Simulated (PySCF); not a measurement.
Gas-phase reaction: 2 TaCl4NH2 + O2 ⇌ 2 TaCl3NH + 2 HOCl, at 1200 K and a standard pressure of 1 bar. Level: PBE/def2-TZVP†.

Computed with PySCF and rigid-rotor harmonic-oscillator thermochemistry at 1 bar. † marks an energy on the PBE0/def2-TZVP geometry and frequencies. Open shells (unrestricted): O2 (multiplicity 3); the rest are closed-shell singlets. Ta: scalar-relativistic def2 core potential, no spin-orbit coupling. TaCl4NH2, TaCl3NH: computed as isolated molecules; such fragments, hydroxides, amides, oligomers or adducts are transient or little studied in the gas. The harmonic model lacks anharmonicity and excited electronic states, which grow with temperature; levels with a mode under 35 cm⁻¹ are left out. Soft modes under 120 cm⁻¹ make the harmonic entropy rough for TaCl4NH2, TaCl3NH.

```
species        E (Ha)  H(1200 K) − E (kJ/mol)  S°(1200 K) (J/mol/K)
--------  -----------  ----------------------  --------------------
TaCl4NH2  -1953.37926                   249.5                 624.0
O2         -150.24801                    48.2                 249.0
TaCl3NH   -1492.70280                   174.9                 530.1
HOCl       -535.74442                    85.8                 296.6
```
E: electronic energy; H − E holds the zero-point and thermal terms. 1 Ha = 2625.5 kJ/mol.

Work out ΔH°, ΔS°, ΔG° and log10 K from these numbers.

1. ΔE = 2×(-1492.70280) + 2×(-535.74442) − 2×(-1953.37926) − 1×(-150.24801) = 0.11209 Ha = 294.3 kJ.
2. Δ(H − E) = 2×(174.9) + 2×(85.8) − 2×(249.5) − 1×(48.2) = -25.8 kJ, so ΔH° = 268.5 kJ.
3. ΔS° = 2×(530.1) + 2×(296.6) − 2×(624.0) − 1×(249.0) = 156.4 J/K; the number of gas molecules changes by +1.
4. ΔG° = ΔH° − TΔS° = 268.5 − 1200×(156.4)/1000 = 80.8 kJ.
5. log10 K = −ΔG°/(RT ln 10) = -3.52, with RT ln 10 = 22.97 kJ/mol; at standard pressures the reactants are favoured.
6. A shift of 10 kJ in ΔE would move log10 K by 0.44 here.
7. Lowering the total pressure from 1 bar to 0.01 bar multiplies the mole-fraction quotient K_x = K (p/p°)^(−Δn) by 10^2, which pushes the balance towards the products.
For scale, ΔH°(298 K) is 284 kJ at this level, 296 kJ at ωB97M-V/def2-TZVP†, and runs from 242 to 363 kJ over the 16 levels computed.
